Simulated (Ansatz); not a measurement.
Consider the formal hydrolysis of a Ti–Cl bond: `[CH3][Ti]([OH])([OH])[Cl]` + H₂O → `[CH3][Ti]([OH])([OH])[OH]` + HCl.

Gas-phase electronic energies from Ansatz, PBE0-D4/def2-TZVP geometries. CCSD(T)/CBS adds triple-zeta CCSD(T) − MP2 to the extrapolated MP2 energy (def2 sets, frozen cores). This one scheme is used for every species. DFT in def2-TZVPP. B3LYP here is the variant with VWN-RPA as its local correlation; programs differ in this. HSE06 is defined as in plane-wave codes. For Ti outer-core shells are correlated without core-valence functions, which leaves a few kJ/mol of doubt a bond. Scalar relativity is left out up to krypton. Each species was taken in one conformer, which may not be the lowest.

Question: Is it downhill or uphill in electronic energy at CCSD(T)/CBS, and by how much? (Estimate.)

Answer: Ansatz gave: Uphill: ΔE = +0.42 eV.

Question: What do these levels give: BLYP-D4, r2SCANh-D4, r2SCAN0-D4, HSE06-D4, ωB97M-V, revPBE, B3LYP, CAM-B3LYP, CCSD/def2-TZVPP, HF/def2-QZVPP, SCS-MP2/def2-QZVPP, MP2/CBS(def2)? (Estimate.)

Answer: The calculation gave: BLYP-D4 0.37, r2SCANh-D4 0.44, r2SCAN0-D4 0.45, HSE06-D4 0.44, ωB97M-V 0.38, revPBE 0.40, B3LYP 0.37, CAM-B3LYP 0.32, CCSD/def2-TZVPP 0.35, HF/def2-QZVPP 0.41, SCS-MP2/def2-QZVPP 0.44, MP2/CBS(def2) 0.49 eV.

Largest T1 diagnostic among the species: 0.023, so the coupled-cluster value is less sure than usual.

Leaving LDA and LC-ωPBE aside and taking each functional with its dispersion term where it has one, the values, not all of them listed here, spread over 0.12 eV, from CAM-B3LYP-D4 to PBE-QIDH. LDA lies −0.04 eV from PBE without D4. At CCSD(T), def2-SVP lies −0.15 eV from the extrapolated value and def2-TZVPP −0.05 eV. From BLYP to BHLYP (50 % exact exchange), in def2-TZVPP and without D4, ΔE moves by +0.05 eV.
